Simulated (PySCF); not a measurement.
**Sn (tin, neutral) across methods**

[Kr] 4d10 5s2 5p1 6s1, high-spin 3P determinant (an excited configuration). Calculation: PySCF 2.14, in dyall-av2z (22s16p12d, 130 functions); the non-relativistic Hamiltonian (point nucleus).

```json
{"method": "PBE", "E (hartree)": "-6024.71", "mean ε 5s β (eV)": "-12.075", "mean ε 5p α (eV)": "-6.349", "mean ε 6s α (eV)": "-1.664", "Σ⟨r²⟩ (bohr²)": "91.98", "⟨S²⟩": "2.002"}
{"method": "M06-2X", "E (hartree)": "-6025.63", "mean ε 5s β (eV)": "-13.409", "mean ε 5p α (eV)": "-8.189", "mean ε 6s α (eV)": "-2.393", "Σ⟨r²⟩ (bohr²)": "92.98", "⟨S²⟩": "2.006"}
{"method": "B97-3", "E (hartree)": "-6024.90", "mean ε 5s β (eV)": "-12.911", "mean ε 5p α (eV)": "-7.189", "mean ε 6s α (eV)": "-1.869", "Σ⟨r²⟩ (bohr²)": "92.51", "⟨S²⟩": "2.003"}
{"method": "r2SCAN", "E (hartree)": "-6025.24", "mean ε 5s β (eV)": "-12.267", "mean ε 5p α (eV)": "-6.692", "mean ε 6s α (eV)": "-1.626", "Σ⟨r²⟩ (bohr²)": "92.25", "⟨S²⟩": "2.005"}
{"method": "LDA", "E (hartree)": "-6019.80", "mean ε 5s β (eV)": "-12.459", "mean ε 5p α (eV)": "-6.415", "mean ε 6s α (eV)": "-1.661", "Σ⟨r²⟩ (bohr²)": "91.17", "⟨S²⟩": "2.001"}
{"method": "TPSS", "E (hartree)": "-6024.93", "mean ε 5s β (eV)": "-11.957", "mean ε 5p α (eV)": "-6.436", "mean ε 6s α (eV)": "-1.630", "Σ⟨r²⟩ (bohr²)": "92.43", "⟨S²⟩": "2.003"}
{"method": "PBE0", "E (hartree)": "-6024.88", "mean ε 5s β (eV)": "-12.927", "mean ε 5p α (eV)": "-7.316", "mean ε 6s α (eV)": "-1.981", "Σ⟨r²⟩ (bohr²)": "92.29", "⟨S²⟩": "2.003"}
```

Task: Estimate the same row for UHF.

Result: E (hartree) = -6022.76690; mean ε 5s β (eV) = -14.468; mean ε 5p α (eV) = -9.628; mean ε 6s α (eV) = -2.566; Σ⟨r²⟩ (bohr²) = 94.06; ⟨S²⟩ = 2.012.

A non-relativistic calculation at this Z misses sizeable relativistic shifts. The outer electron is Rydberg-like, and this basis confines it to a smaller radius and binds it less than a complete one would.
